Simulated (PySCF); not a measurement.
Job for PySCF: U-B3LYP/LANL2DZ on H3In (SMILES [InH3]), a point of a bond scan (R = 2.077 Å).

```python
from pyscf import gto, scf, dft, mp
from pyscf.data.elements import chemcore

mol = gto.M(
    atom='''
    In   -0.00000000    0.00000000    0.00000000
    H     0.82397832   -0.56925424    1.81922648
    H    -0.39135161    1.66043977   -0.29090875
    H    -0.29529699   -1.18606124   -1.22511332
    ''',
    basis='lanl2dz',
    ecp={'In': 'lanl2dz'},
    charge=0, spin=0, verbose=3, max_memory=1800)
mf = dft.UKS(mol, xc='b3lyp')
mf.conv_tol = 1e-8
mf.max_cycle = 100
mf.init_guess_breaksym = True
mf.kernel()
if not mf.converged:
    mf = mf.newton().run(mf.mo_coeff, mf.mo_occ)
for _ in range(4):
    mo, _, stable, _ = mf.stability(return_status=True)
    if stable:
        break
    mf.kernel(mf.make_rdm1(mo, mf.mo_occ))
```

What total energy does the run end on?

-3.6165 hartree.
